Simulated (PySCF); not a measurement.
**TDDFT excited states: C7H7FO**

Species: C₇H₇FO.
SMILES: `C#CC1=COCC[C@H]1F`

Computed, not measured: PySCF, TDDFT CAM-B3LYP/def2-SVPD, vertical, gas phase, core orbitals frozen in the response. Isolated species at its GFN2-xTB geometry (one conformer only).

| state | E (eV) | λ (nm) | f | \|μ\| (D) | main configurations (H = HOMO, L = LUMO) |
| --- | --- | --- | --- | --- | --- |
| S1 | 5.49 | 225.8 | 0.292 | 3.74 | H→L (90%) |
| S2 | 5.85 | 211.8 | 0.0040 | 0.42 | H→L+4 (45%), H-1→L (31%) |
| S3 | 6.02 | 205.9 | 0.0008 | 0.19 | H-1→L (61%), H→L+4 (25%) |
| S4 | 6.32 | 196.3 | 0.0026 | 0.33 | H→L+1 (80%), H→L+2 (11%) |
| S5 | 7.07 | 175.4 | 0.059 | 1.48 | H-2→L (22%), H-1→L+4 (21%), H→L+7 (20%) |
| S6 | 7.17 | 173.0 | 0.022 | 0.89 | H→L+2 (74%) |
| S7 | 7.32 | 169.3 | 0.019 | 0.83 | H→L+3 (69%) |
| S8 | 7.62 | 162.6 | 0.0011 | 0.19 | H→L+5 (65%), H→L+4 (12%) |

Triplets, Tamm–Dancoff:

| state | E (eV) | λ (nm) | main configurations (H = HOMO, L = LUMO) |
| --- | --- | --- | --- |
| T1 | 3.48 | 356.2 | H→L (93%) |
| T2 | 5.40 | 229.5 | H→L+4 (40%), H-1→L (32%) |
| T3 | 5.58 | 222.3 | H-1→L+4 (41%), H-2→L (15%) |

The lowest singlet comes at 226 nm (530 kJ/mol) in the ultraviolet; it is strong; its leading configuration is HOMO→LUMO (90%). The lowest level is also the most intense of those listed (f = 0.292). Löwdin shares by element: HOMO carbon 59% or more, oxygen 16% (atoms not listed hold the other 25%); LUMO carbon 59% or more, oxygen 12% (atoms not listed hold the other 29%). Of the 8 states listed, 4 reach f = 0.01 and none stays under 0.0005. The oscillator strengths of these states sum to 0.400; summed over the whole spectrum of an exact calculation they would give the number of electrons, 66 (Thomas–Reiche–Kuhn). Orbital energies (eV): HOMO-3 -10.81, HOMO-2 -10.55, HOMO-1 -9.40, HOMO -7.84, LUMO 0.44, LUMO+1 1.17, LUMO+2 1.80. No computed singlet lies in the visible range (380 to 750 nm); the lowest, at 226 nm, stands 2.23 eV above its violet end (3.26 eV). Singlets were solved by full linear response, triplets in the Tamm–Dancoff approximation.
